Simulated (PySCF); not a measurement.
**Hf⁵³⁺: ionisation energy**

Hf⁵³⁺ [Ar] 3d1 (2D) → Hf⁵⁴⁺ [Ar] (1S), as a difference of total energies. All numbers are calculated (PySCF 2.14, scalar relativity by spin-free X2C-1e, in an uncontracted even-tempered set (17 s from 13 bohr⁻², ratio 2.5; 12 p from 17 bohr⁻², ratio 2.5; 7 d from 17 bohr⁻², ratio 2.5; 4 f from 58 bohr⁻², ratio 2.7; 3 g from 86 bohr⁻², ratio 2.7)). Correlated levels: outer shells: [Ne] frozen; virtual orbitals above 40 to 60 times the deepest correlated orbital energy dropped. The calculations carry no spin-orbit coupling.

| method | ionisation energy (eV) |
| --- | --- |
| UHF | 4940.7 |
| LDA | 4941.1 |
| PBE | 4942.6 |
| PBE0 | 4942.5 |
| r2SCAN | 4943.5 |
| revPBE | 4942.6 |
| BLYP | 4943.4 |
| MP2 (outer shells) | 4940.3 |
| SCS-MP2 (outer shells) | 4940.3 |

A first-order spin-orbit estimate (lowest level to lowest level, LS coupling) adds 40.502 eV.

Breit and QED terms and the two-electron picture change are absent.

First order in ζ underestimates the shift of j = l − 1/2 levels at high Z.

For comparison: 4980 ± 5 eV (theoretical estimate listed by NIST; NIST Atomic Spectra Database, ionization energies).
